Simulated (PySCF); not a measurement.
## Excitation energy of Pr by level of theory

Pr [Xe] 4f3 6s2 (high-spin determinant) → Pr [Xe] 4f4 6s1 (high-spin determinant), as a difference of total energies. Computed with PySCF 2.14 in ANO-RCC-VTZP (8s7p5d3f2g1h, 104 functions), with the spin-free X2C one-electron Hamiltonian (Gaussian nucleus). Correlated levels: valence: [Kr] 4d10 frozen; valence and next inner shell: [Ar] 3d10 frozen. The calculations carry no spin-orbit coupling.

| method | excitation energy (eV) |
| --- | --- |
| UHF | 6.765 |
| LDA | 3.506 |
| PBE | 3.571 |
| PBE0 | 4.317 |
| r2SCAN | 3.683 |
| MP2 (valence) | 5.177 |
| SCS-MP2 (valence) | 6.087 |
| MP2 (valence and next inner shell) | 4.840 |
| SCS-MP2 (valence and next inner shell) | 5.797 |

Problem. How much does correlation contribute at MP2 (valence and next inner shell)?

Solution. 4.840 − (6.765) = -1.925 eV, measured against UHF.

A first-order spin-orbit estimate (lowest level to lowest level, LS coupling) adds 0.043 eV.

In the upper state the promoted electron has a positive orbital energy at LDA, PBE, PBE0, r2SCAN, so the basis confines it.

The determinant of the upper state and of the lower state mixes LS terms, which raises its energy above the lowest term, most at the Hartree-Fock and MP2 levels.
